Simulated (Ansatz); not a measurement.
Input and output for CH₃F₃Si, SMILES `FC(F)(F)[SiH3]`.

```yaml
crystal:
  periodic: [false, false, false]
  atoms:
    - {symbol: F, position_ang: [0.413171, -1.058939, 1.536712]}
    - {symbol: C, position_ang: [0.628450, -0.665663, 0.268536]}
    - {symbol: F, position_ang: [0.562567, -1.768632, -0.498709]}
    - {symbol: F, position_ang: [1.897157, -0.222708, 0.207232]}
    - {symbol: Si, position_ang: [-0.636071, 0.683899, -0.295756]}
    - {symbol: H, position_ang: [-0.479045, 1.842543, 0.611797]}
    - {symbol: H, position_ang: [-0.305187, 1.040307, -1.693698]}
    - {symbol: H, position_ang: [-1.988743, 0.092094, -0.191816]}
basis:
  gaussian: {orbitals: def2-mTZVPP, final_grid: {core_spheres: 8, valence_spheres: 7, degree: 23}}
hamiltonian: {xc: {name: r2SCANh}, dispersion: d3bj}
output: {forces: true}
```

```sh
$ ansatz run in.yaml --threads 4 --pin off --events-out ev --progress --plain --max-ram 10444MiB
```

Shortened log:

```
Warning: the engine holds no damping parameters fitted to this dispersion correction and functional, so the run takes those fitted to r2scanh beside the three-body term, which d3bj leaves out (hamiltonian.dispersion, under Limitations)
Functional definition: r2SCANh
1058 factors; their error is unknown
mean field evaluation 1: about -17111.0580 eV, gradient 3.6e1 eV
mean field evaluation 2: about -17109.7811 eV, gradient 4.9e1 eV
mean field evaluation 4: about -17112.6898 eV, gradient 1.2e0 eV
mean field evaluation 8: about -17112.7151 eV, gradient 1.5e-1 eV
mean field evaluation 16: about -17112.7151 eV, gradient 1.4e-5 eV
mean field -17112.71510013 eV, -628.8806805147 hartree, gradient 1.4e-5 eV, S^2 0.000000; 0 other end points of the search recorded, 0 dependent functions left out
reference -17112.71510901 eV, -628.8806808411 hartree; 25, 25 occupied and 108, 108 virtual orbitals, 1058 factors
Total energy: -17112.75051042 eV, -628.8819818192 hartree
Atom 0 at     0.413171    -1.058939     1.536712 Å, force    -0.031729    -0.094341     0.266242 eV/Å
Atom 1 at     0.628450    -0.665663     0.268536 Å, force    -0.286524     0.301104    -0.116985 eV/Å
Atom 2 at     0.562567    -1.768632    -0.498709 Å, force     0.003456    -0.246781    -0.156463 eV/Å
Atom 3 at     1.897157    -0.222708     0.207232 Å, force     0.282058     0.075732    -0.008644 eV/Å
Atom 4 at    -0.636071     0.683899    -0.295756 Å, force    -0.014806     0.013336    -0.001520 eV/Å
Atom 5 at    -0.479045     1.842543     0.611797 Å, force    -0.003657    -0.054419    -0.040044 eV/Å
Atom 6 at    -0.305187     1.040307    -1.693698 Å, force    -0.012149    -0.017980     0.061516 eV/Å
Atom 7 at    -1.988743     0.092094    -0.191816 Å, force     0.063351     0.023350    -0.004101 eV/Å
Dipole moment:    -0.293781     0.313312    -0.130697 e Å
```

Run time 1.4 s (4 threads of an Arm Neoverse V2 on a shared host); peak host memory 0.28 GiB.
